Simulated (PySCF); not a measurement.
MoOCl3, SMILES [O]=[Mo+]([Cl])([Cl])[Cl], charge +1, multiplicity 1.

The structure is a stationary point at PBE0-D3(BJ)/def2-SVP. The multiplicity is an assumed one; no other spin state was optimised. The isomer is the one that the SMILES or the coordinates give; other isomers of the formula were not compared. The def2 effective core potentials stand for the cores of Mo; spin–orbit coupling is left out.

Level of theory: PBE0-D3(BJ)/def2-SVP (PySCF).

Frequencies are harmonic and unscaled.

Modes within 1.5 cm⁻¹ of each other (mostly degenerate sets) share a row, with their intensities summed.

| mode | ν (cm⁻¹) | IR (km/mol) | Raman (Å⁴/amu) | depolarisation | moving atoms (share of kinetic energy) |
|---|---|---|---|---|---|
| 1–2 | 126 | 0.3 | 9.8 | 0.75 | Cl 88 %, Mo 11 % |
| 3 | 148 | 0.5 | 2.9 | 0.70 | Cl 61 %, Mo 33 % |
| 4–5 | 255 | 0.6 | 7.8 | 0.75 | O 73 %, Cl 22 % |
| 6 | 445 | 6.7 | 23.4 | 0.05 | Cl 91 %, Mo 8 % |
| 7–8 | 504 | 141.6 | 7.5 | 0.75 | Cl 60 %, Mo 39 % |
| 9 | 1133 | 98.1 | 18.0 | 0.14 | O 85 %, Mo 15 % |
